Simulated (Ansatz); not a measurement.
WOBr3, SMILES [O]=[W]([Br])([Br])[Br] (connectivity only; charge and spin as stated), neutral, multiplicity 2.

Geometry optimised at r2SCAN-D4/def2-SVP. The spin state was assumed, not searched. The def2 effective core potentials stand for the cores of W; spin–orbit coupling is left out.

Two levels are set side by side: PBE/def2-TZVPD (Ansatz, a first-principles code) and CAM-B3LYP/def2-TZVPD (Ansatz). Energy differences of separate SCF runs at the same geometry; the states with an electron removed or added have multiplicity 1 and 3. Differences are taken from unrounded values.

| quantity | CAM-B3LYP |
|---|---|
| vertical ionisation energy (eV) | 8.47 |
| vertical electron affinity (eV) | 2.50 |

Task: What does PBE give, and how far is it from CAM-B3LYP? (The exact figures need the calculation; the answer reports its results.)

Result: 
```json
[
 {"quantity": "vertical ionisation energy (eV)", "PBE": "7.70", "PBE minus CAM-B3LYP": "-0.76"},
 {"quantity": "vertical electron affinity (eV)", "PBE": "1.99", "PBE minus CAM-B3LYP": "-0.50"}
]
```
